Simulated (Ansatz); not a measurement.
A single point on C3H9FInN (`CC(C)[NH][InH][F]`).

```yaml
crystal:
  periodic: [false, false, false]
  atoms:
    - {symbol: C, position_ang: [-0.816439, -1.297547, -0.214511]}
    - {symbol: C, position_ang: [-0.432971, 0.080352, -0.725313]}
    - {symbol: C, position_ang: [0.980592, 0.079434, -1.294980]}
    - {symbol: N, position_ang: [-0.621161, 1.078399, 0.320745]}
    - {symbol: In, position_ang: [0.212521, 1.035997, 2.140011]}
    - {symbol: F, position_ang: [1.029840, -0.720468, 2.478606]}
    - {symbol: H, position_ang: [-0.720609, -2.043948, -1.006310]}
    - {symbol: H, position_ang: [-1.849125, -1.300773, 0.140187]}
    - {symbol: H, position_ang: [-0.163204, -1.597799, 0.610499]}
    - {symbol: H, position_ang: [-1.125581, 0.343070, -1.536802]}
    - {symbol: H, position_ang: [1.693841, -0.224495, -0.521668]}
    - {symbol: H, position_ang: [1.074116, -0.618811, -2.131579]}
    - {symbol: H, position_ang: [1.259558, 1.074897, -1.649112]}
    - {symbol: H, position_ang: [-0.781690, 2.001044, -0.055670]}
    - {symbol: H, position_ang: [0.260333, 2.110639, 3.445898]}
basis:
  gaussian: {orbitals: def2-QZVPP}
correlation: {method: mp2}
```

```sh
$ ansatz run in.yaml --threads 2 --pin off --events-out ev --progress --plain --max-ram 31744MiB --backend cuda --devices 0, --max-vram 18GiB
```

Shortened log:

```
Functional definition: HF
3836 factors; integrals over basis functions are off by at most 8.6e-4 eV
mean field evaluation 1: about -12566.2545 eV, gradient 5.8e1 eV
mean field evaluation 2: about -12566.4333 eV, gradient 5.8e1 eV
mean field evaluation 4: about -12574.0284 eV, gradient 5.6e0 eV
mean field evaluation 8: about -12574.1430 eV, gradient 4.4e-1 eV
mean field -12574.14353419 eV, -462.0912518208 hartree, gradient 2.4e-6 eV, S^2 0.000000; 0 other end points of the search recorded, 0 dependent functions left out
9 core orbitals not correlated: weight in the atoms' cores, before any rotation towards them, 1.000 or more for the frozen orbitals, at most 0.000 for the correlated occupied ones
reference -12574.14353419 eV, -462.0912518208 hartree; 23, 23 occupied and 605, 605 virtual orbitals, 3836 factors
second order -42.18964545 eV of doubles, -0.00000000 eV of singles
Total energy: -12616.33317964 eV, -463.6416926939 hartree
```

Hardware: 2 threads of an AMD EPYC 7R13 on a shared host and a share of an NVIDIA H100 80 GB. Wall time 5.5 s, peak host memory 1.2 GiB.
